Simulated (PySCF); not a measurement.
## In₂O: from structure and modes to constants

Computed with B3LYP/[O def2-TZVP, In def2-TZVP with ECP28], scalar-relativistic core potentials, density fitting, no spin–orbit coupling, PySCF.

The singlet minimum has D∞h symmetry. Masses (u): O 15.99492, In 114.90388.

```xyz
3
charge 0 multiplicity 1, angstrom
O     0.0000    0.0000    0.0000
In    0.0000    0.0000    2.0182
In    0.0000    0.0000   -2.0182
```

Harmonic wavenumbers (cm⁻¹): 57.5 (πu, ×2), 202.0 (σg+, ×1), 731.3 (σu+, ×1).

Problem. Find the principal moments of inertia and the rotational constants. What kind of rotor is it?

Solution. About the centre of mass I = 936.03 u Å². With B = 16.8576/I this gives 0.01801 cm⁻¹. The molecule is linear.

Problem. What is the harmonic zero-point energy?

Solution. Half the sum of all 4 wavenumbers, 1048/2 = 524 cm⁻¹, which is 6.3 kJ/mol (1 cm⁻¹ = 0.0119627 kJ/mol).

Problem. Find the vibrational entropy and heat capacity at 298.15 K.

Solution. With u = 1.43878 ω/T, each mode gives S = R[u/(eᵘ−1) − ln(1−e⁻ᵘ)] and C = R u² eᵘ/(eᵘ−1)².
```
 ω (cm⁻¹)      u  S (J/(mol K))  C (J/(mol K))
57.5 (×2)  0.278          19.00           8.26
    202.0  0.975           8.85           7.69
    731.3  3.529           1.13           3.22
```
The sums over all modes are S = 48.0 and C = 27.4 J/(mol K); the softest mode gives 40 % of the entropy (each member, where degenerate).

Problem. Give the standard entropy (298.15 K, 1 bar) by its translational, rotational, vibrational and spin parts, and Cp.

Solution. Sackur–Tetrode with M = 245.80 u gives 177.5; rotation with symmetry number 2 gives 80.3; vibration 48.0; spin R ln 1 = 0.0. The total is 305.8 J/(mol K), and Cp = 7/2 R + 27.4 = 56.5 J/(mol K).

Problem. Find the bond force constant k and the stretch–stretch coupling k′ of the valence force field.

Solution. For linear XMX, 4π²c²ω(σg)² = (k + k′)/mX and 4π²c²ω(σu)² = (k − k′)(1 + 2mX/mM)/mX. So k + k′ = 2.762 and k − k′ = 2.356 mdyn/Å, giving k = 2.559 and k′ = 0.203 mdyn/Å.

Other isomers or separated fragments may lie lower.
